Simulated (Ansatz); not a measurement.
`FC([SiH3])[TeH]` → `[SiH2]` + `FC[TeH]`  (silylene formation by 1,1-elimination)

Isolated molecules relaxed with PBE0-D4/def2-TZVP in Ansatz; ΔE leaves out vibrations. CCSD(T)/CBS adds triple-zeta CCSD(T) − MP2 to the extrapolated MP2 energy (def2 sets, frozen cores). This one scheme is used for every species. Functionals use def2-TZVPP. def2 core potentials past Kr. For Te outer-core shells are correlated without core-valence functions, which leaves a few kJ/mol of doubt a bond.

| level | ΔE (kJ/mol) |
| --- | --- |
| r2SCANh | 238.9 |
| CAM-B3LYP | 214.7 |
| RPA@PBE/def2-TZVPP | 198.2 |
| CCSD(T)/def2-SVP | 203.2 |

Q: What does CCSD(T)/CBS give? (Estimate.)

A: The calculation gave: +223.7 kJ/mol. The listed levels differ from it by 15.2, -9.0, -25.5, -20.5 kJ/mol.

Largest T1 diagnostic among the species: 0.014.

From PBE to PBE0 (25 % exact exchange), in def2-TZVPP and without D4, ΔE moves by +6.1 kJ/mol. The D4 term adds +15.5 kJ/mol with B3LYP and +8.3 kJ/mol with PBE0; it sums over pairs of atoms, weighted by their polarisabilities, and B3LYP, whose exchange is more repulsive, gets the larger term. In def2-TZVPP, CCSD(T) changes the Hartree–Fock value by +22.0 kJ/mol (the triples alone add +6.3 kJ/mol) and MP2 by +42.6 kJ/mol.

B3LYP here is the variant with VWN-RPA as its local correlation; programs differ in this.
